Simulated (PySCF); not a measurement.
boron oxyfluoride (BFO), SMILES O=BF. Heavy atoms are numbered as in [F:1][B:2]=[O:3].

Geometry: PBE0-D3(BJ)/def2-TZVP.

Level of theory: ωB97X/def2-TZVPD run with PySCF.

Mulliken values depend strongly on the basis, most of all with diffuse functions as here. ESP charges are fitted to the potential on shells at 1.4 to 2.0 van der Waals radii. Atomic charges (e), one atom of each kind:

```csv
atom,ESP fit,IAO,Mulliken
F1,…,-0.27,-0.22
B2,…,0.77,0.50
O3,…,-0.50,-0.28
```

Fill in the missing entries. (Estimate from the structure and the level; the computed values follow.)


- F1, ESP fit: -0.17
- B2, ESP fit: 0.73
- O3, ESP fit: -0.56
